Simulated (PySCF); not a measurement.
Molecule: `InChI=1S/C6H4F4/c7-4-1-3(2-4)5(8)6(9)10/h1,4H,2H2/t4-/m0/s1`.

Bonds (- single, = double, # triple, : aromatic): F1-C2, C2-F3, C2=C4, C4-F5, C4-C6, C6=C7, C7-C8, C8-F9, C8-C10, C10-C6. C7 carries H11; C8 carries H12; C10 carries H13, H14. Stereochemistry as in FC(F)=C(F)C1=C[C@H](F)C1. H13 is cis to F9 on the ring; H14 is trans to F9 on the ring.

Frames of a GFN2-xTB Langevin trajectory at 300 K; GIAO PBE0/pcSseg-1 shieldings in PySCF, gas phase, non-relativistic; equivalent atoms averaged within each frame.

Referencing at the same level of theory: CFCl3 for ¹⁹F (170.95 ppm); ¹³C (186.93 ppm) against TMS. The references are static minima.

Task: How do the shifts (ppm) fluctuate along the trajectory?

Result: 
```tsv
time (fs)	F1	F3	F5	F9	C2	C7	C6	C4	C8	C10
250	-86.5	-102.5	-166.3	-210.9	171.6	146.3	144.9	138.8	90.4	41.1
425	-91.0	-98.3	-183.7	-186.3	173.1	140.3	152.8	140.7	88.1	40.7
625	-67.1	-83.0	-204.8	-201.0	177.3	143.9	137.9	132.6	91.2	41.0
800	-86.1	-104.1	-199.2	-184.9	169.6	147.1	156.5	134.5	92.0	42.3
1000	-94.0	-102.7	-197.7	-210.5	171.0	149.0	147.5	136.0	85.8	47.0
mean of frames	-84.9	-98.1	-190.3	-198.7	172.5	145.3	147.9	136.5	89.5	42.4
standard deviation	10.5	8.7	15.5	12.6	3.0	3.4	7.2	3.3	2.5	2.6
```

5 frames give an uncertainty of the mean of about the standard deviation over 2.2 at best, since frames this close in time may not be independent; classical motion lacks zero-point vibration, and the reference would need the same averaging.
